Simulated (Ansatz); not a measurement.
The same ligand exchange along the group B, Al, In.

Program: Ansatz. Geometries: PBE0-D4/def2-TZVP. ΔE: electronic, gas phase. CCSD(T)/CBS adds triple-zeta CCSD(T) − MP2 to the extrapolated MP2 energy (def2 sets, frozen cores). This one scheme is used for every species. DFT in def2-TZVPP. Elements past krypton have def2 core potentials. For In outer-core shells are correlated without core-valence functions, which leaves a few kJ/mol of doubt a bond. Each species was taken in one conformer, which may not be the lowest.

```tsv
reaction	HF/CBS(def2) (eV)	B97M-V (eV)
`NBCl` + NH₃ → `NBN` + HCl	-0.03	0.05
`[NH2][AlH][Cl]` + NH₃ → `[NH2][AlH][NH2]` + HCl	0.92	0.89
`[NH2][InH][Cl]` + NH₃ → `[NH2][InH][NH2]` + HCl	1.43	1.34
```

(1) Give the CCSD(T)/CBS values in the same order. (Best estimate.)

Largest T1 diagnostic: 0.015, for `[NH2][InH][NH2]`.

## Answers

(1) The calculation gave: 0.01, 0.85, 1.21 eV.
